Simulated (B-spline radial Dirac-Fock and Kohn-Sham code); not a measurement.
Binding energies of Ga⁶⁺ at several levels of theory

System: gallium as Ga⁶⁺, [Ar] 3d7.

The density-functional columns are spherical, spin-unpolarised Dirac-Kohn-Sham results without Breit or QED terms: −ε is minus the orbital energy of the initial state and ΔSCF the difference of two total energies. The reference in the last column comes from Dirac-Fock (average of configuration) total-energy differences with a finite nucleus, the Breit interaction including its frequency dependence, and self-energy and vacuum-polarisation corrections. All numbers are from a radial B-spline solver, in eV; a selection of levels is shown. For the 1s level of heavy atoms much of the gap between ΔSCF and the reference is the Breit and QED part, -20.2 eV here; for other levels the error of the functional can be larger.

```csv
level,PBE −ε,PBE ΔSCF,LDA −ε,LDA ΔSCF,Dirac-Fock
K (1s),10346.8,10543.5,10327.6,10523.7,10505.3
L1 (2s),1383.3,1419.5,1381.1,1417.4,1444.5
L2 (2p1/2),1238.4,1281.6,1237.8,1281.0,1282.9
L3 (2p3/2),1210.7,1253.0,1210.2,1252.5,1255.8
M1 (3s),261.3,276.6,260.6,276.0,288.6
M2 (3p1/2),213.8,229.1,213.7,228.9,233.8
M3 (3p3/2),209.9,225.0,209.7,224.8,229.9
"M4,5 (3d)",129.3,144.1,129.6,144.4,142.1
```

Question: Order the estimates of the K (1s) level by their distance from the Dirac-Fock value, nearest first.
A. PBE −ε
B. PBE ΔSCF
C. LDA ΔSCF
D. LDA −ε

Answer: C (18.4 eV), B (38.2 eV), A (158.5 eV), D (177.7 eV).

Values without a named source are computed, but for edge energies of neutral atoms, which are taken from tables.
